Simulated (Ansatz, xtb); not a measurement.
# Isomers of C2H9GeO2+ in order of energy

6 gas-phase structures of C2H9GeO2+, found in a search over its isomers (lower ones may exist). Each was relaxed with GFN2-xTB; where two conformers were screened, the lower at r2SCAN-D4/def2-SVP is listed:

A. a singlet given by its coordinates
B. `CC[OH+][GeH2][OH]`, a singlet
C. a singlet given by its coordinates
D. `OC[CH2][GeH2][OH2+]`, a singlet
E. `C[C@H](O)[OH+][GeH3]`, a singlet
F. `CC[O][GeH2][OH2+]`, a singlet

A (Å):

```yaml
atoms:
  - { symbol: C, position_ang: [-1.5273, -2.0349, 2.9186] }
  - { symbol: C, position_ang: [-1.4401, 1.3790, 1.5898] }
  - { symbol: Ge, position_ang: [-1.5840, -0.6043, 1.5527] }
  - { symbol: O, position_ang: [-2.3843, -1.2643, 0.2047] }
  - { symbol: O, position_ang: [0.4646, -0.9404, 0.6657] }
  - { symbol: H, position_ang: [-1.5316, -2.9940, 2.4030] }
  - { symbol: H, position_ang: [-0.6508, -1.9438, 3.5544] }
  - { symbol: H, position_ang: [-2.4206, -1.9600, 3.5348] }
  - { symbol: H, position_ang: [-0.7139, 1.6976, 2.3303] }
  - { symbol: H, position_ang: [-1.1466, 1.7364, 0.6043] }
  - { symbol: H, position_ang: [-2.4129, 1.7919, 1.8500] }
  - { symbol: H, position_ang: [-2.7308, -0.7725, -0.5402] }
  - { symbol: H, position_ang: [0.5551, -1.7054, 0.0842] }
  - { symbol: H, position_ang: [1.3341, -0.6997, 1.0059] }
```

Close contacts (Å): C1–Ge3 1.98, C2–Ge3 1.99, Ge3–O4 1.70, Ge3–O5 2.26, C1–H6 1.09, C1–H7 1.09, C1–H8 1.09, C2–H9 1.08, C2–H10 1.09, C2–H11 1.09, O4–H12 0.96, O5–H13 0.97, O5–H14 0.96.

C (Å):

```yaml
atoms:
  - { symbol: C, position_ang: [1.8005, -0.5560, 1.1712] }
  - { symbol: C, position_ang: [0.2948, -0.7372, 1.2962] }
  - { symbol: Ge, position_ang: [-0.6961, 1.0163, 1.1609] }
  - { symbol: O, position_ang: [-0.5207, 2.1393, 2.4141] }
  - { symbol: O, position_ang: [-2.7025, 0.3247, 1.8278] }
  - { symbol: H, position_ang: [2.2812, -1.5228, 1.3085] }
  - { symbol: H, position_ang: [2.0785, -0.1791, 0.1887] }
  - { symbol: H, position_ang: [2.1901, 0.1240, 1.9285] }
  - { symbol: H, position_ang: [-0.0823, -1.4054, 0.5249] }
  - { symbol: H, position_ang: [0.0226, -1.1366, 2.2774] }
  - { symbol: H, position_ang: [-1.2655, 1.8843, 0.0567] }
  - { symbol: H, position_ang: [-0.0196, 2.0383, 3.2247] }
  - { symbol: H, position_ang: [-3.1946, 0.9806, 2.3401] }
  - { symbol: H, position_ang: [-3.3297, -0.2334, 1.3499] }
```

Close contacts (Å): C1–C2 1.52, C2–Ge3 2.02, Ge3–O4 1.69, Ge3–O5 2.22, C1–H6 1.09, C1–H7 1.09, C1–H8 1.09, C2–H9 1.09, C2–H10 1.09, Ge3–H11 1.52, O4–H12 0.96, O5–H13 0.97, O5–H14 0.97.

Question: Make a reasoned guess at their ranking by r2SCAN-D4/def2-SVP single-point energy.

Answer: Calculated order at r2SCAN-D4/def2-SVP: A (0.0), C (15.6), B (25.9), D (29.0), F (33.6), E (40.4) kcal/mol.

Energies above the lowest of each column, in kcal/mol; the last columns are at PBE0-D3(BJ)/def2-SVP geometries and were run for some of them only (a dash: not run or not comparable):

```csv
structure,GFN2-xTB,HF/STO-3G,r2SCAN-D4/def2-SVP,PBE0-D3(BJ)/def2-SVP,CCSD(T)/def2-SVP + ΔMP2/def2-TZVPP
A,0.0,0.0,0.0,0.0,0.0
C,5.1,14.6,15.6,15.1,16.6
B,6.3,2.4,25.9,–,–
D,24.9,13.0,29.0,–,–
F,16.9,15.5,33.6,–,–
E,22.8,15.4,40.4,–,–
```

Every level run on A puts it lowest or level with the lowest. Some further structures that were screened fall inside this span and aren't listed. Flexible structures stand in one conformer each, not always the lowest. Frequencies (PBE0-D3(BJ)/def2-SVP) were run for A, C alone. ΔMP2 is the change of the MP2 energy from the smaller to the larger basis.

Over these structures GFN2-xTB departs from r2SCAN-D4/def2-SVP by 6.5 kcal/mol on average once a common shift is removed. A GFN2-xTB relaxation took about 0.45 s and the r2SCAN-D4/def2-SVP energy about 4.7 s on a shared host (Ansatz 0.2.0, xtb 6.7.1).
